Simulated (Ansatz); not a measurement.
Isolated molecules relaxed with PBE0-D4/def2-TZVP in Ansatz; ΔE leaves out vibrations. CCSD(T)/CBS adds triple-zeta CCSD(T) − MP2 to the extrapolated MP2 energy (def2 sets, frozen cores). This one scheme is used for every species. Functionals use def2-TZVPP. For Ti outer-core shells are correlated without core-valence functions, which leaves a few kJ/mol of doubt a bond. Scalar relativity is left out up to krypton. Each species was taken in one conformer, which may not be the lowest.

`[NH2][Ti]([NH2])([F])[F]` + NH₃ → `[NH2][Ti]([NH2])([NH2])[F]` + H–F  (ligand exchange at a Ti–F bond)

CCSD(T)/CBS gives +1.00 eV.

Problem. Another level gave +1.24 eV. Which?
A. SCS-MP2/def2-TZVPP
B. B2PLYP/def2-TZVPP
C. B97M-V/def2-TZVPP
D. BHLYP/def2-TZVPP

Solution. C. B97M-V 1.24, B2PLYP 1.15, SCS-MP2/def2-TZVPP 1.07, BHLYP 1.19 eV.

Largest T1 diagnostic among the species: 0.024, so the coupled-cluster value is less sure than usual.

The D4 term adds −0.07 eV with B3LYP and −0.04 eV with PBE0; it sums over pairs of atoms, weighted by their polarisabilities, and B3LYP, whose exchange is more repulsive, gets the larger term. From PBE to PBE0 (25 % exact exchange), in def2-TZVPP and without D4, ΔE moves by −0.04 eV.

B3LYP here is the variant with VWN-RPA as its local correlation; programs differ in this.
